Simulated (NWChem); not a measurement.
System: BeNH$_{2}$Cl; SMILES [Be]([Cl])[NH2]

NWChem input:

```
start job
memory heap 200 mb stack 900 mb global 1100 mb
geometry units angstroms noautosym nocenter noautoz
  Be     0.000636     0.538210     0.000000
  Cl     0.001411    -1.280499     0.000000
  N     -0.000734     2.030844     0.000000
  H     -0.005203     2.619726    -0.826028
  H     -0.005203     2.619726     0.826028
end
basis spherical
  * library cc-pvtz
end
dft
  xc hfexch
  iterations 150
end
property
  efieldgrad
end
task dft property
```

Output (shortened):

```
             Northwest Computational Chemistry Package (NWChem) 7.3.0
             --------------------------------------------------------

                             Geometry "geometry" -> ""
                             -------------------------

 Output coordinates in angstroms (scale by  1.889725989 to convert to a.u.)

  No.       Tag          Charge          X              Y              Z
 ---- ---------------- ---------- -------------- -------------- --------------
    1 Be                   4.0000     0.00063600     0.53821000     0.00000000
    2 Cl                  17.0000     0.00141100    -1.28049900     0.00000000
    3 N                    7.0000    -0.00073400     2.03084400     0.00000000
    4 H                    1.0000    -0.00520300     2.61972600    -0.82602800
    5 H                    1.0000    -0.00520300     2.61972600     0.82602800

 Effective nuclear repulsion energy (a.u.)      62.7558630931

  xc_inp: hfexch multiplicative factor not found.
                              NWChem Property Module
                              ----------------------

  itol2e modified to match energy
  convergence criterion.

                                 NWChem DFT Module
                                 -----------------

 Summary of "ao basis" -> "ao basis" (spherical)
 ------------------------------------------------------------------------------
       Tag                 Description            Shells   Functions and Types
 ---------------- ------------------------------  ------  ---------------------
 Be                         cc-pvtz                 10       30   4s3p2d1f
 Cl                         cc-pvtz                 12       34   5s4p2d1f
 N                          cc-pvtz                 10       30   4s3p2d1f
 H                          cc-pvtz                  6       14   3s2p1d

  itol2e modified to match energy
  convergence criterion.

[...]

          -----------------------
          Electric field gradient
          -----------------------

 1 a.u. = 0.324123 10**(16) esu/cm**3  ( or statvolts/cm**2 ) = 0.97174 10**(22) v/m**2

 ------------------------------------------------------------
   Atom      X         Y         Z
 ------------------------------------------------------------
    1 Be   0.00120   1.01707   0.00000
 ------------------------------------------------------------

 Electric field gradient in molecular frame (a.u.)
         XX             YY             ZZ             XY             XZ             YZ
 ------------------------------------------------------------------------------------------
       -0.070698       0.213627      -0.142929      -0.000407       0.000000      -0.000000

 Principal components (a.u.) and orientation
 of principal axis w.r.t. absolute frame                      Asymmetry parameter eta
 --------------------------------------------------------------------------------------
        0.213628      -0.142929      -0.070698                       0.338115

       -0.001430       0.000000       0.999999
        0.999999       0.000000       0.001430
        0.000000       1.000000       0.000000

 ------------------------------------------------------------
   Atom      X         Y         Z
 ------------------------------------------------------------
    2 Cl   0.00267  -2.41979   0.00000
 ------------------------------------------------------------

 Electric field gradient in molecular frame (a.u.)
         XX             YY             ZZ             XY             XZ             YZ
 ------------------------------------------------------------------------------------------
        0.573265      -0.957722       0.384458       0.000129      -0.000000      -0.000000

 Principal components (a.u.) and orientation
 of principal axis w.r.t. absolute frame                      Asymmetry parameter eta
 --------------------------------------------------------------------------------------
       -0.957722       0.573265       0.384458                       0.197142

       -0.000085       1.000000       0.000000
        1.000000       0.000085       0.000000
        0.000000      -0.000000       1.000000

 ------------------------------------------------------------
   Atom      X         Y         Z
 ------------------------------------------------------------
    3 N   -0.00139   3.83774   0.00000
 ------------------------------------------------------------

 Electric field gradient in molecular frame (a.u.)
         XX             YY             ZZ             XY             XZ             YZ
 ------------------------------------------------------------------------------------------
        0.750801      -0.082443      -0.668358       0.005278      -0.000000      -0.000000

 Principal components (a.u.) and orientation
 of principal axis w.r.t. absolute frame                      Asymmetry parameter eta
 --------------------------------------------------------------------------------------
        0.750834      -0.668358      -0.082477                       0.780307

        0.999980       0.000000      -0.006333
        0.006333       0.000000       0.999980
        0.000000       1.000000       0.000000

 ------------------------------------------------------------
   Atom      X         Y         Z
 ------------------------------------------------------------
    4 H   -0.00983   4.95056  -1.56097
 ------------------------------------------------------------

[...]
```

Level: Hartree-Fock/cc-pVTZ. Geometry: optimised at PBE0/def2-SVP. NWChem prints the field gradient with the sign opposite to the second derivative of the potential.
